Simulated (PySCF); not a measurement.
B3LYP-D3(BJ)/def2-SVP geometry optimisation, gas phase with PySCF 2.14 and geomeTRIC: NbF4, charge 0, multiplicity 2. Start (GFN2-xTB, shaken):

```
5

Nb   -0.0001    0.0044   -0.0041
F     0.3431   -0.6179    1.6299
F     1.6708    0.6249   -0.2337
F    -0.6763    1.1580   -1.1932
F    -1.3577   -1.1584   -0.2204
```

```tsv
step	E − E(start) / kcal mol⁻¹	largest force / Eh bohr⁻¹
0	0.00	0.06762
1	0.23	0.06232
2	-2.82	0.05669
3	-5.81	0.04467
4	-11.09	0.01046
5	-12.25	0.00988
6	-13.17	0.01099
7	-14.14	0.00744
8	-16.33	0.00914
9	-17.87	0.00716
10	-17.46	0.00466
11	-18.04	0.00502
12	-18.18	0.00354
13	-18.28	0.00245
14	-18.31	0.00217
15	-18.35	0.00144
16	-18.36	0.00109
17	-18.37	0.00053
18	-18.38	0.00041
19	-18.38	0.00069
20	-18.39	0.00061
21	-18.39	0.00026
```

The optimisation met its thresholds. End point:

```
5

Nb   -0.0040    0.0014   -0.0051
F     0.2262   -0.4909    1.7795
F     1.7681    0.3930   -0.4379
F    -0.8354    1.4580   -0.8207
F    -1.1750   -1.3502   -0.5372
```

Metal–donor distances, start → end: F2 1.782 → 1.866 Å, F3 1.797 → 1.866 Å, F4 1.789 → 1.865 Å, F5 1.801 → 1.866 Å.

No frequencies were computed, so the end point may be a saddle point.

The job took 110 s on one thread of Arm Neoverse V1 (shared host), with 87 basis functions, launched as `OMP_NUM_THREADS=1 python lf_run.py task.json out`.
